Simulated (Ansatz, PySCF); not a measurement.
Diatomic Cs$_{2}$, closed-shell singlet (lowest of 2S+1 = 1, 3 at CCSD(T)/def2-TZVPP on PBE0 minima; our sources give no spin for the ground state, which may be another). No spin–orbit coupling.

Seven points along R, fitted to fifth degree in 1/R; most abundant isotopes. Runs in def2 and cc sets follow the lowest solution found near the PBE0 minimum. The singlet is held restricted. HF and MP2 rows in def2 and cc sets belong to the determinant that coupled cluster picked by its CCSD energy.

The values were computed with Ansatz (an electronic-structure program) with Gaussian orbitals; PySCF for LANL2DZ rows. Values without a source in brackets are computed. In def2 rows elements past Kr take small-core potentials, without spin–orbit coupling.

```json
[
 {"level": "HF/def2-TZVPP", "r_e (Å)": "5.051", "ω_e (cm⁻¹)": "37", "α_e (cm⁻¹)": "1.4e-5", "ω_e x_e (cm⁻¹)": "0.045"},
 {"level": "HF/def2-QZVPP", "r_e (Å)": "5.042", "ω_e (cm⁻¹)": "38", "α_e (cm⁻¹)": "1.4e-5", "ω_e x_e (cm⁻¹)": "0.045"},
 {"level": "PBE/def2-TZVPP", "r_e (Å)": "4.743", "ω_e (cm⁻¹)": "40", "α_e (cm⁻¹)": "2.2e-5", "ω_e x_e (cm⁻¹)": "0.064"},
 {"level": "BP86/LANL2DZ", "r_e (Å)": "4.705", "ω_e (cm⁻¹)": "38", "α_e (cm⁻¹)": "2.6e-5", "ω_e x_e (cm⁻¹)": "0.057"},
 {"level": "r2SCAN/def2-TZVPP", "r_e (Å)": "4.854", "ω_e (cm⁻¹)": "40", "α_e (cm⁻¹)": "1.0e-5", "ω_e x_e (cm⁻¹)": "0.086"},
 {"level": "B97M-V/def2-TZVPP", "r_e (Å)": "4.810", "ω_e (cm⁻¹)": "36", "α_e (cm⁻¹)": "1.3e-5", "ω_e x_e (cm⁻¹)": "0.010"},
 {"level": "B3LYP/LANL2DZ", "r_e (Å)": "4.744", "ω_e (cm⁻¹)": "38", "α_e (cm⁻¹)": "2.5e-5", "ω_e x_e (cm⁻¹)": "0.054"},
 {"level": "B3LYP/def2-TZVPP", "r_e (Å)": "4.736", "ω_e (cm⁻¹)": "40", "α_e (cm⁻¹)": "2.2e-5", "ω_e x_e (cm⁻¹)": "0.064"},
 {"level": "PBE0/def2-TZVPP", "r_e (Å)": "4.764", "ω_e (cm⁻¹)": "41", "α_e (cm⁻¹)": "1.8e-5", "ω_e x_e (cm⁻¹)": "0.058"},
 {"level": "BHLYP/def2-TZVPP", "r_e (Å)": "4.761", "ω_e (cm⁻¹)": "41", "α_e (cm⁻¹)": "1.8e-5", "ω_e x_e (cm⁻¹)": "0.056"},
 {"level": "CAM-B3LYP/def2-TZVPP", "r_e (Å)": "4.701", "ω_e (cm⁻¹)": "43", "α_e (cm⁻¹)": "1.7e-5", "ω_e x_e (cm⁻¹)": "0.054"},
 {"level": "wB97X-V/def2-TZVPP", "r_e (Å)": "4.746", "ω_e (cm⁻¹)": "44", "α_e (cm⁻¹)": "1.2e-5", "ω_e x_e (cm⁻¹)": "0.046"},
 {"level": "wB97M-V/def2-TZVPP", "r_e (Å)": "4.586", "ω_e (cm⁻¹)": "49", "α_e (cm⁻¹)": "1.3e-5", "ω_e x_e (cm⁻¹)": "0.069"},
 {"level": "B2PLYP/def2-TZVPP", "r_e (Å)": "4.697", "ω_e (cm⁻¹)": "41", "α_e (cm⁻¹)": "2.1e-5", "ω_e x_e (cm⁻¹)": "0.063"},
 {"level": "MP2/def2-TZVPP", "r_e (Å)": "4.616", "ω_e (cm⁻¹)": "44", "α_e (cm⁻¹)": "1.7e-5", "ω_e x_e (cm⁻¹)": "0.057"},
 {"level": "MP2/def2-QZVPP", "r_e (Å)": "4.566", "ω_e (cm⁻¹)": "45", "α_e (cm⁻¹)": "1.6e-5", "ω_e x_e (cm⁻¹)": "0.055"},
 {"level": "SCS-MP2/def2-TZVPP", "r_e (Å)": "4.686", "ω_e (cm⁻¹)": "43", "α_e (cm⁻¹)": "1.7e-5", "ω_e x_e (cm⁻¹)": "0.057"},
 {"level": "SCS-MP2/def2-QZVPP", "r_e (Å)": "4.641", "ω_e (cm⁻¹)": "43", "α_e (cm⁻¹)": "1.6e-5", "ω_e x_e (cm⁻¹)": "0.053"},
 {"level": "CCSD/def2-TZVPP", "r_e (Å)": "4.757", "ω_e (cm⁻¹)": "40", "α_e (cm⁻¹)": "2.0e-5", "ω_e x_e (cm⁻¹)": "0.069"},
 {"level": "CCSD/def2-QZVPP", "r_e (Å)": "4.701", "ω_e (cm⁻¹)": "42", "α_e (cm⁻¹)": "1.8e-5", "ω_e x_e (cm⁻¹)": "0.058"},
 {"level": "CCSD(T)/def2-TZVPP", "r_e (Å)": "4.758", "ω_e (cm⁻¹)": "39", "α_e (cm⁻¹)": "2.5e-5", "ω_e x_e (cm⁻¹)": "0.086"},
 {"level": "CCSD(T)/def2-QZVPP", "r_e (Å)": "4.672", "ω_e (cm⁻¹)": "41", "α_e (cm⁻¹)": "2.1e-5", "ω_e x_e (cm⁻¹)": "0.069"}
]
```

Correlated levels freeze the inner cores; with def2 sets outer-core shells near the valence are correlated too. Rows in LANL2DZ carry no dispersion term and start afresh at each structure. LANL2DZ brings its own core potentials from Na on.

Doubts at one or more of the structures used: a restricted determinant that unrestricted orbitals would lower (HF/def2-TZVPP, HF/def2-QZVPP, B2PLYP/def2-TZVPP, MP2/def2-TZVPP, MP2/def2-QZVPP, SCS-MP2/def2-TZVPP, SCS-MP2/def2-QZVPP, CCSD/def2-TZVPP, CCSD/def2-QZVPP, CCSD(T)/def2-TZVPP, CCSD(T)/def2-QZVPP).
